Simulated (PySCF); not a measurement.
Species: C5H4FN.
Atom-mapped SMILES: `[N:1]#[C:2][C@H:3]1[CH2:4][CH:5]=[C:6]1[F:7]`

Lines to be assigned: C 1s: 291.17 (area 1), 291.84 (area 1), 292.38 (area 1), 292.80 (area 1), 293.48 (area 1) eV; N 1s: 405.14 eV; F 1s: 693.68 eV.

Method used: delta-SCF UKS SCAN, pcX-2 on the ionised atom, pcseg-1 elsewhere, spin-free X2C (PySCF). Isolated species at its GFN2-xTB geometry, gas phase.

Task: Order the carbon atoms by C 1s binding energy.

Result: 291.17 eV: C5 (alkene CH carbon); 291.84 eV: C4 (allylic carbon); 292.38 eV: C2 (nitrile carbon); 292.80 eV: C3 (sp3 carbon next to a nitrile); 293.48 eV: C6 (vinylic C–F carbon). Lowest listed C 1s: C5, bonded to C (double bond), C and H. Highest, 2.31 eV above it: C6, bonded to F, C (double bond) and C. Summing the Pauling electronegativity differences to the bonded atoms, each weighted by its formal bond order, gives -0.35 for the lowest site and +1.43 for the highest; the largest sum, +1.47, belongs to C2, 1.10 eV below the top. The smallest sum, -0.70, belongs to C4, 0.67 eV above the lowest.

Bonded neighbours of each site: N1: C (triple bond); C2: N (triple bond) and C; C3: 3 C and H; C4: 2 C and 2 H; C5: C (double bond), C and H; C6: F, C (double bond) and C; F7: C.

Task: Which effective nuclear charge Zeff reproduces each element's mean 1s value in the hydrogen-like formula E = 13.606 eV × Zeff²?

Result: C (Z = 6): mean 292.3 eV, Zeff = 4.64, Z − Zeff = 1.36; N (Z = 7): mean 405.1 eV, Zeff = 5.46, Z − Zeff = 1.54; F (Z = 9): mean 693.7 eV, Zeff = 7.14, Z − Zeff = 1.86. Means run over the listed sites, weighted by atom count.

Hardware: an Arm Neoverse N1 with one thread, shared host with 64 logical CPUs at a one-minute load of 30. Cost: 1.9 min wall, 0.63 GiB resident at most.
